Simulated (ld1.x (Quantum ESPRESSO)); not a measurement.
# u(r) = r·R(r): atom against pseudo-atom (Ce)

Columns: radius, all-electron u(r) and pseudo u(r) of the 5p shell (level -35.90 eV) of cerium in the configuration [Kr] 4d10 4f1 5s2 5p6 5d1 6s0 6p0; revPBE, scalar-relativistic, TM scheme, ld1.x (Quantum ESPRESSO) 7.5.

| r (bohr) | all-electron | pseudo |
| --- | --- | --- |
| 0.138 | -0.1625 | -0.0166 |
| 0.275 | -0.1545 | -0.0647 |
| 0.413 | 0.3166 | -0.1410 |
| 0.550 | 0.4544 | -0.2386 |
| 0.688 | 0.2684 | -0.3510 |
| 0.825 | -0.0445 | -0.4676 |
| 0.963 | -0.3530 | -0.5807 |
| 1.100 | -0.5942 | -0.6801 |
| 1.238 | -0.7584 | -0.7596 |
| 1.375 | -0.8499 | -0.8129 |
| 1.513 | -0.8838 | -0.8385 |
| 1.650 | -0.8744 | -0.8362 |
| 1.788 | -0.8352 | -0.8091 |
| 1.925 | -0.7777 | -0.7629 |
| 2.062 | -0.7102 | -0.7032 |
| 2.200 | -0.6381 | -0.6355 |
| 2.338 | -0.5662 | -0.5655 |
| 2.475 | -0.4979 | -0.4978 |
| 2.613 | -0.4338 | -0.4338 |
| 2.750 | -0.3758 | -0.3758 |
| 2.888 | -0.3235 | -0.3235 |
| 3.025 | -0.2774 | -0.2774 |
| 3.162 | -0.2369 | -0.2369 |
| 3.300 | -0.2015 | -0.2015 |
| 3.438 | -0.1708 | -0.1708 |
| 3.575 | -0.1446 | -0.1446 |

**Question.** How many radial nodes do the two functions have?

**Answer.** The all-electron 5p function has n − l − 1 = 3 (the table is too coarse to show those close to the nucleus); the pseudo-wave has 0, since the states of the same l below it are removed with the core.

**Question.** At about which radius was the pseudo-wave matched?

**Answer.** 2.75 bohr. The columns agree to 0.0005 from 2.48 bohr on; several derivatives are matched, so the curves merge somewhat inside the radius.

**Question.** Is the pseudo-wave norm-conserving?

**Answer.** Yes: the TM scheme keeps the norm inside the radius equal to the all-electron one, which fixes the energy derivative of the logarithmic derivative at the level.
